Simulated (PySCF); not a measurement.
## Computed properties of C4H11NSi, SMILES C/C(=C/[SiH3])CN

C₄H₁₁NSi, SMILES C/C(=C/[SiH3])CN. Geometry optimised at B3LYP-D3(BJ)/def2-SVP. The structure was generated by enumeration; whether it is a known compound was not checked. Other conformers were not sampled. All values are computed for the isolated molecule unless a solvent is named; none is compared with measurement here.

**Structure.** All 45 harmonic modes at B3LYP-D3(BJ)/def2-SVP (PySCF) are real, so it is a minimum. With heavy atoms numbered as in [CH3:1]/[C:2](=[CH:3]/[SiH3:4])[CH2:5][NH2:6], the shortest bond between them is C2–C3 at 1.345 Å and the longest C3–Si4 at 1.884 Å.

**Vibrations.** The strongest infrared lines (harmonic, unscaled, degenerate partners summed) lie at 990 cm⁻¹ (253 km/mol, H 93 %), 2139 cm⁻¹ (245 km/mol, H 97 %), 2200 cm⁻¹ (141 km/mol, H 97 %). The softest mode is at 94 cm⁻¹ and the zero-point energy is 88.7 kcal/mol.

**Electronic structure.** HF/def2-TZVP (PySCF) places the frontier levels at -9.40 and 3.20 eV, a gap of 12.60 eV, and gives a dipole moment of 3.54 D and a mean polarisability of 81.4 bohr³. PBE/def2-TZVP (PySCF) at the same geometry gives -5.73 and -1.17 eV, so its gap is 8.04 eV narrower. An orbital gap is neither the optical nor the fundamental gap.

**Excitations.** TDA-B3LYP/def2-SVPD (PySCF) has S1 at 5.52 eV (225 nm, f = 0.014, weak); the most intense of the 6 singlets computed lies at 6.56 eV (f = 0.27). T1 (TDA) is at 4.01 eV, 1.51 eV under S1. TDA-PBE/def2-SVPD (PySCF) puts S1 at 4.67 eV. No vertical singlet excitation falls in the visible range (under 3.1 eV).

**NMR.** GIAO shifts at PBE0/pcSseg-1 (PySCF) (non-relativistic, atoms alike by connectivity averaged): ¹³C from 28.7 to 166.1 ppm against TMS; ¹H from 1.0 to 6.0 ppm against TMS; ²⁹Si at -90.3 ppm against TMS.

**Solvation.** SMD-PBE0/6-31G* (PySCF) gives -1.5 kcal/mol in water, -6.2 kcal/mol in acetone, -3.6 kcal/mol in n-hexane (1 M in both phases, gas-phase geometry); of these solvents acetone holds the molecule best.
